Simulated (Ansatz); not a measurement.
Cost and result for the atomization energy of CH₇NOSn, SMILES `[CH3][SnH]([NH2])[OH]` (11 atoms, 10 bonds).

Cartesian coordinates in Å:
```
C 0.994 1.450 0.123
Sn -0.454 -0.013 -0.407
N 0.066 -1.932 -0.036
O -1.925 0.348 0.851
H 1.360 1.242 1.129
H 1.830 1.437 -0.576
H 0.530 2.436 0.114
H -1.045 0.033 -2.012
H 0.807 -2.069 0.638
H 0.271 -2.487 -0.855
H -2.435 -0.446 1.031
```

Charge 0, multiplicity 1. Correlated methods include outer-core shells of Sn, which these sets cover unevenly. Sn: def2 effective core potential. The geometry is a stationary point of PBE0-D4/def2-TZVP. It is one conformer, not always the lowest. Program: Ansatz. All runs use 4 threads of an Arm Neoverse V2 on a shared host. Times are those of one run each, without the atoms' runs, and a repeat can differ threefold. Electronic energies, without spin–orbit coupling; frozen cores. CCSD(T)/CBS adds CCSD(T) − MP2 in def2-TZVPP to the MP2 limit, and its time is that of the two runs behind it. T1 = 0.012. With those shells the extrapolation isn't a true limit. B3LYP takes the VWN-RPA correlation (the form of Gaussian; ORCA's B3LYP/G).

CCSD(T)/CBS is a level of theory with its own doubt, some kJ/mol a heavy atom from the limit and from the frozen cores, so smaller differences don't rank the functionals.

```json
{"level": "PBE-D4/def2-TZVPP (with forces)", "functions": "241", "wall time": "1.9 s", "atomization (kJ/mol)": "3681.3", "difference from CCSD(T)/CBS": "12.7", "per bond": "1.3"}
{"level": "PBE0-D4/def2-TZVPP", "functions": "241", "wall time": "2 s", "atomization (kJ/mol)": "3604.5", "difference from CCSD(T)/CBS": "-64.1", "per bond": "-6.4"}
{"level": "B3LYP-D4/def2-TZVPP (with forces)", "functions": "241", "wall time": "3 s", "atomization (kJ/mol)": "3628.9", "difference from CCSD(T)/CBS": "-39.7", "per bond": "-4.0"}
{"level": "r2SCAN-D4/def2-TZVPP (with forces)", "functions": "241", "wall time": "3.3 s", "atomization (kJ/mol)": "3619.2", "difference from CCSD(T)/CBS": "-49.4", "per bond": "-4.9"}
{"level": "B2PLYP/def2-TZVPP", "functions": "241", "wall time": "3.8 s", "atomization (kJ/mol)": "3590.4", "difference from CCSD(T)/CBS": "-78.2", "per bond": "-7.8"}
{"level": "ωB97X-V/def2-TZVPP", "functions": "241", "wall time": "6 s", "atomization (kJ/mol)": "3653.0", "difference from CCSD(T)/CBS": "-15.6", "per bond": "-1.6"}
{"level": "ωB97M-V/def2-TZVPP (with forces)", "functions": "241", "wall time": "8 s", "atomization (kJ/mol)": "3640.9", "difference from CCSD(T)/CBS": "-27.7", "per bond": "-2.8"}
{"level": "MP2/def2-QZVPP", "functions": "463", "wall time": "14 s", "atomization (kJ/mol)": "3644.1", "difference from CCSD(T)/CBS": "-24.5", "per bond": "-2.4"}
{"level": "CCSD(T)/def2-TZVPP", "functions": "241", "wall time": "2.5 min", "atomization (kJ/mol)": "3551.9", "difference from CCSD(T)/CBS": "-116.7", "per bond": "-11.7"}
{"level": "CCSD(T)/CBS(def2)", "functions": "–", "wall time": "2.7 min", "atomization (kJ/mol)": "3668.6", "difference from CCSD(T)/CBS": "0.0", "per bond": "0.0"}
```

In def2-TZVPP, CCSD(T) changes the Hartree–Fock value by +1053.9 kJ/mol (the triples alone add +57.2 kJ/mol) and MP2 by +1076.1 kJ/mol; breaking electron pairs costs correlation energy, which Hartree–Fock lacks. From PBE to PBE0 (25 % exact exchange), in def2-TZVPP and without D4, the atomization energy moves by −73.9 kJ/mol: exact exchange takes away binding that semilocal exchange gives to molecules. The D4 term adds +30.9 kJ/mol with B3LYP and +16.3 kJ/mol with PBE0; it sums over pairs of atoms, weighted by their polarisabilities, and B3LYP, whose exchange is more repulsive, gets the larger term.

Spin–orbit coupling would lower the free Sn atoms strongly, and the atomization energy with them, by more than many differences here. For some Ge, Se and Sn compounds the MP2-based and the directly extrapolated limit differ by 10 to 25 kJ/mol.
